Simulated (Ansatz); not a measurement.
The first iterations of a band of BFH2O + H2S (8 atoms, charge 0, multiplicity 1).

All numbers below come from RKS CAM-B3LYP/def2-SVP in Ansatz.

```
movable images  : 5
climbing image  : yes
spring          : 5.0 eV/Å²
optimiser       : quadratic models (default)
start path      : through a guess of the saddle point
force threshold : 0.05 eV/Å
iteration limit : 60
end points      : relaxed
```

Initial state:

```xyz
8
Properties=species:S:1:pos:R:3
B -0.069 -0.412 -0.255
F -0.061 -0.697 1.051
O 1.054 -0.550 -0.971
H 1.813 -0.837 -0.445
H -1.089 -0.072 -0.786
S -0.045 2.692 1.408
H 1.239 2.658 1.819
H -0.331 1.524 2.016
```

Final state:

```xyz
8
Properties=species:S:1:pos:R:3
B 0.194 0.593 -0.242
F -0.536 -0.520 2.196
O 1.420 0.058 -0.369
H 1.429 -0.776 -0.852
H -0.795 0.138 -0.753
S 0.000 2.143 0.700
H 1.298 2.260 1.057
H -0.499 0.409 2.100
```

| iteration | highest image above the first end (eV) | largest band force component (eV/Å) |
| --- | --- | --- |
| 1 | 4.721 | 7.908 |
| 2 | 2.899 | 2.257 |
| 3 | 2.296 | 1.309 |
| 4 | 1.907 | 1.361 |
| 5 | 1.723 | 1.365 |
| 6 | 1.573 | 1.254 |
| 7 | 1.585 | 1.024 |
| 8 | 1.573 | 0.625 |
| 9 | 1.592 | 0.680 |
| 10 | 1.566 | 0.573 |
| 11 | 1.546 | 0.519 |
| 12 | 1.544 | 0.458 |
| 13 | 1.541 | 0.492 |
| 14 | 1.537 | 0.315 |

Problem. Does the band converge within its limit, and where does its top end?

Solution. The run converged. It ended after 42 iterations with the highest image 1.534 eV above the first end. The profile has 2 maxima (images 2, 4) with wells between them (image 3): this band takes more than one step, which may be the mechanism or a detour left from its start path. Neighbouring images differ by up to 1.5 eV, so the band resolves the path poorly. A vibrational analysis at the climbing image gives one clearly imaginary mode, 979i cm⁻¹: a first-order saddle point. The orbitals stay closed-shell, which can raise the energy where a bond breaks towards radicals; this wasn't checked here.

Time of the run: 8.7 min on 2 threads of Arm Neoverse N1, with other jobs on the host, peak memory 0.17 GiB.
